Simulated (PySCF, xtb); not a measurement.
Si(H)(OH)2(SeH) (H4O2SeSi), SMILES O[SiH](O)[SeH].

GFN2-xTB (xtb 6.7.1) at its own geometry gives an orbital gap of 4.64 eV and a dipole moment of 3.04 D.

Geometry optimised at PBE-D3(BJ)/def2-SVP. This is a generated structure with no PubChem entry under its InChIKey; it may be hypothetical. One conformer was computed; it need not be the lowest.

What does PBE/def2-TZVP in PySCF give? (Estimate from the structure and the level; the computed values follow.)

gap 5.07 eV (levels -6.16 and -1.09 eV), dipole 2.06 D.
